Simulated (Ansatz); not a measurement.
Reaction (ligand exchange at the Si–C bond): `N[SiH2]C(F)[SiH3]` + `[NH2][In]([OH])[SH]` → `[NH2][In]([SH])[O][SiH3]` + `N[SiH2]CF`

Gas-phase electronic energies from Ansatz, PBE0-D4/def2-TZVP geometries. CCSD(T)/CBS adds triple-zeta CCSD(T) − MP2 to the extrapolated MP2 energy (def2 sets, frozen cores). Functionals use def2-TZVPP. B3LYP here is the variant with VWN-RPA as its local correlation; programs differ in this. Elements past krypton have def2 core potentials. For In outer-core shells are correlated without core-valence functions, which leaves a few kJ/mol of doubt a bond. One conformer a species, not always the lowest.

`N[SiH2]C(F)[SiH3]`:

Z-matrix (Å, degrees):
```
Si
C 1 1.898
N 1 1.712 2 116.0
H 1 1.488 2 105.8 3 120.5
H 1 1.485 2 107.0 3 -120.3
Si 2 1.891 1 115.4 3 -56.7
F 2 1.412 1 108.6 3 65.5
H 2 1.100 1 108.1 3 -178.2
H 3 1.007 1 121.2 2 72.8
H 3 1.007 1 120.1 2 -74.5
H 6 1.488 2 108.0 1 -61.8
H 6 1.486 2 110.3 1 57.3
H 6 1.485 2 110.7 1 178.2
```

`[NH2][In]([OH])[SH]`:

Cartesian coordinates in Å:
```
N 1.514 0.655 0.418
In -0.286 -0.176 0.080
O -0.910 -1.435 1.476
S -1.760 0.374 -1.704
H 2.039 0.940 -0.397
H 2.119 0.121 1.028
H -1.808 -1.743 1.337
H -0.907 1.265 -2.238
```

`[NH2][In]([SH])[O][SiH3]`:

Cartesian coordinates in Å:
```
N 0.711 1.066 -1.896
In 1.174 -0.228 -0.434
S 3.113 -1.518 -0.068
O -0.297 -0.658 0.829
Si -1.799 -0.094 1.082
H 1.475 1.578 -2.312
H -0.037 1.708 -1.670
H 2.537 -2.144 0.974
H -2.049 1.160 0.304
H -2.002 0.221 2.523
H -2.826 -1.091 0.669
```

`N[SiH2]CF`:

Z-matrix (Å, degrees):
```
Si
C 1 1.890
N 1 1.717 2 107.5
H 1 1.488 2 109.5 3 117.5
H 1 1.493 2 107.4 3 -125.3
F 2 1.398 1 109.1 3 59.0
H 2 1.095 1 111.5 3 -59.9
H 2 1.095 1 112.2 3 178.6
H 3 1.007 1 120.0 2 165.1
H 3 1.008 1 118.6 2 -53.5
```

```tsv
level	ΔE (kJ/mol)	difference from CCSD(T)/CBS
PBE-D4	-96.5	21.6
r2SCAN-D4	-112.3	5.8
PBE0-D4	-106.6	11.5
B3LYP-D4	-114.6	3.5
ωB97X-V	-115.1	3.0
ωB97M-V	-113.6	4.5
B2PLYP	-121.0	-2.9
PBE	-98.7	19.4
r2SCAN	-112.8	5.3
PBE0	-108.5	9.6
B3LYP	-118.2	-0.1
HF/def2-TZVPP	-145.4	-27.3
MP2/def2-TZVPP	-122.2	-4.1
SCS-MP2/def2-TZVPP	-126.5	-8.4
CCSD/def2-TZVPP	-123.4	-5.3
CCSD(T)/def2-TZVPP	-119.5	-1.4
HF/def2-QZVPP	-147.1	-29.0
MP2/def2-QZVPP	-122.0	-3.9
SCS-MP2/def2-QZVPP	-126.3	-8.2
HF/CBS(def2)	-147.3	-29.2
MP2/CBS(def2)	-120.8	-2.7
CCSD/CBS(def2)	-122.0	-3.9
CCSD(T)/CBS	-118.1	0
```

Largest T1 diagnostic among the species: 0.015.

From PBE to PBE0 (25 % exact exchange), in def2-TZVPP and without D4, ΔE moves by −9.8 kJ/mol. In def2-TZVPP, CCSD(T) changes the Hartree–Fock value by +25.9 kJ/mol (the triples alone add +3.9 kJ/mol) and MP2 by +23.2 kJ/mol.
